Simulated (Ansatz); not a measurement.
Calculated with Ansatz (gas phase, PBE0-D4/def2-TZVP geometries, no zero-point term in ΔE). CBS: MP2 limit from def2 TZ/QZ plus the TZ coupled-cluster correction, frozen cores. This one scheme is used for every species. Functionals use def2-TZVPP. B3LYP here is the variant with VWN-RPA as its local correlation; programs differ in this. For Br, Ga outer-core shells are correlated without core-valence functions, which leaves a few kJ/mol of doubt a bond. Scalar relativity is left out up to krypton. Each species was taken in one conformer, which may not be the lowest.

Reaction (ligand exchange at a Ga–Br bond): `[OH][Ga]([OH])[Br]` + H₂S → `[OH][Ga]([OH])[SH]` + HBr

**Question.** Is it downhill or uphill in electronic energy at CCSD(T)/CBS, and by how much? (Best estimate.)

**Answer.** Ansatz gave: Uphill: ΔE = +8.5 kcal/mol.

**Question.** What do these levels give: ωB97X-V, B2PLYP, PBE, B3LYP, HF/def2-TZVPP, MP2/def2-TZVPP, CCSD/def2-TZVPP, CCSD(T)/def2-TZVPP, HF/def2-QZVPP, SCS-MP2/def2-QZVPP, HF/CBS(def2), MP2/CBS(def2)? (Best estimate.)

**Answer.** The calculation gave: ωB97X-V 9.1, B2PLYP 9.2, PBE 7.9, B3LYP 9.0, HF/def2-TZVPP 11.9, MP2/def2-TZVPP 9.1, CCSD/def2-TZVPP 9.4, CCSD(T)/def2-TZVPP 9.0, HF/def2-QZVPP 12.0, SCS-MP2/def2-QZVPP 9.2, HF/CBS(def2) 12.0, MP2/CBS(def2) 8.6 kcal/mol.

Largest T1 diagnostic among the species: 0.014.

From PBE to PBE0 (25 % exact exchange), in def2-TZVPP and without D4, ΔE moves by +0.7 kcal/mol. In def2-TZVPP, CCSD(T) changes the Hartree–Fock value by −3.0 kcal/mol (the triples alone add −0.4 kcal/mol) and MP2 by −2.9 kcal/mol.
